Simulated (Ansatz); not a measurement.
The same path of a periodic cell of 63 atoms, Si (host Si, host structure diamond, one Si atom removed), cell charge -1 was run twice with different band settings. Lost on the way: Si42–Si60, Si56–Si60, Si60–Si61. Made: Si11–Si60, Si29–Si60, Si59–Si60.

Computed with Ansatz 0.2.0, DFT PBE-D3(BJ), scalar-relativistic, plane waves, PAW. Settings: PAW set soft_1, cutoff 420 eV, k mesh 1x1x1, gaussian smearing 0.05 eV, spin collinear.

Relaxed end points:

```xyz
63
Lattice="10.8600 0.0000 0.0000 0.0000 10.8600 0.0000 0.0000 0.0000 10.8600" Properties=species:S:1:pos:R:3
Si 5.426 0.003 -0.009
Si 6.782 1.367 1.351
Si 8.136 2.730 -0.010
Si 9.500 4.086 1.346
Si 8.144 0.006 2.711
Si 9.502 1.366 4.067
Si 0.011 -0.004 -0.010
Si 1.362 1.362 1.349
Si 2.718 2.729 -0.008
Si 4.077 4.112 1.320
Si 5.345 5.524 -0.093
Si 6.755 6.786 1.323
Si 8.136 8.146 -0.007
Si 9.504 9.504 1.348
Si 2.723 -0.003 2.699
Si 4.073 1.364 4.067
Si 5.423 2.735 2.700
Si 6.784 4.085 4.066
Si 8.136 5.444 2.701
Si 9.502 6.794 4.070
Si 5.423 -0.005 5.436
Si 6.782 1.359 6.790
Si 8.143 2.720 5.427
Si 9.503 4.084 6.788
Si 8.136 -0.005 8.148
Si 9.504 1.364 9.498
Si 0.006 5.443 -0.010
Si 1.385 6.800 1.326
Si 2.793 8.071 -0.079
Si 4.068 9.480 1.322
Si 0.001 2.725 2.710
Si 1.363 4.084 4.073
Si 2.719 5.441 2.704
Si 4.072 6.796 4.067
Si 5.427 8.148 2.703
Si 6.784 9.503 4.073
Si 0.000 0.009 5.424
Si 1.360 1.368 6.789
Si 2.722 2.730 5.436
Si 4.068 4.109 6.811
Si 5.426 5.442 5.431
Si 6.755 6.799 6.817
Si 8.133 8.143 5.439
Si 9.501 9.505 6.786
Si 2.717 0.000 8.146
Si 4.072 1.366 9.497
Si 5.427 2.730 8.144
Si 6.758 4.109 9.507
Si 8.137 5.440 8.147
Si 9.501 6.796 9.497
Si 0.009 8.147 2.702
Si 1.363 9.505 4.066
Si 0.010 5.443 5.437
Si 1.388 6.787 6.816
Si 2.717 8.146 5.433
Si 4.075 9.480 6.813
Si 0.010 2.735 8.148
Si 1.389 4.112 9.493
Si 2.800 5.518 8.221
Si 5.349 8.075 8.222
Si 6.758 9.480 9.494
Si 0.007 8.149 8.144
Si 1.388 9.478 9.506
```

```xyz
63
Lattice="10.8600 0.0000 0.0000 0.0000 10.8600 0.0000 0.0000 0.0000 10.8600" Properties=species:S:1:pos:R:3
Si 5.436 -0.029 -0.029
Si 6.781 1.347 1.347
Si 8.141 2.712 -0.004
Si 9.503 4.072 1.358
Si 8.141 -0.004 2.712
Si 9.503 1.358 4.072
Si -0.003 -0.004 -0.004
Si 1.357 1.358 1.358
Si 2.719 2.718 -0.004
Si 4.079 4.083 1.347
Si 5.424 5.459 -0.029
Si 6.785 6.790 1.352
Si 8.116 8.151 -0.029
Si 9.492 9.496 1.347
Si 2.719 -0.004 2.718
Si 4.079 1.347 4.083
Si 5.430 2.715 2.715
Si 6.781 4.083 4.083
Si 8.141 5.434 2.718
Si 9.492 6.794 4.083
Si 5.424 -0.029 5.459
Si 6.785 1.352 6.790
Si 8.141 2.718 5.434
Si 9.492 4.083 6.794
Si 8.116 -0.029 8.151
Si 9.492 1.347 9.496
Si 0.003 5.434 -0.004
Si 1.368 6.794 1.347
Si 2.744 8.139 -0.029
Si 4.075 9.500 1.352
Si 0.000 2.715 2.715
Si 1.357 4.072 4.072
Si 2.719 5.434 2.712
Si 4.075 6.790 4.078
Si 5.430 8.145 2.715
Si 6.785 9.500 4.078
Si 0.003 -0.004 5.434
Si 1.368 1.347 6.794
Si 2.719 2.712 5.434
Si 4.075 4.078 6.790
Si 5.436 5.459 5.459
Si 6.703 6.872 6.872
Si 8.116 8.139 5.459
Si 9.497 9.500 6.790
Si 2.744 -0.029 8.139
Si 4.075 1.352 9.500
Si 5.430 2.715 8.145
Si 6.785 4.078 9.500
Si 8.116 5.459 8.139
Si 9.497 6.790 9.500
Si 0.000 8.145 2.715
Si 1.368 9.496 4.083
Si -0.003 5.434 5.434
Si 1.363 6.790 6.790
Si 2.744 8.151 5.459
Si 4.157 9.418 6.872
Si 0.000 2.715 8.145
Si 1.368 4.083 9.496
Si 2.744 5.459 8.151
Si 4.157 6.872 9.418
Si 6.703 9.418 9.418
Si 0.000 8.145 8.145
Si 1.363 9.500 9.500
```

Common settings: movable images 3; climbing image yes; spring 5.0 eV/Å²; optimiser quadratic models (default); force threshold 0.05 eV/Å; end points relaxed.

| run | start path | iteration limit |
| --- | --- | --- |
| 1 | straight line | 59 |
| 2 | default | 6 |

**Question.** What does each run give, and how far can it be trusted?

**Answer.** Run 1: converged after 9 iterations, highest image 0.358 eV above the first end. By the program's own check the climbing image is of a kind that is not told: a solve is, or may be, on another electronic state (lowest curvatures found: -2.80 and 1.57 eV/Å²).
Run 2: not converged after 6 iterations, highest image 0.407 eV above the first end. The band didn't meet its force threshold, so its energies are provisional: the largest band force was still 0.19 eV/Å, and over the last iterations the top moved between 0.38 and 0.45 eV.
Limits of this set-up: coarse k mesh, charged cell in a uniform background, uncorrected.
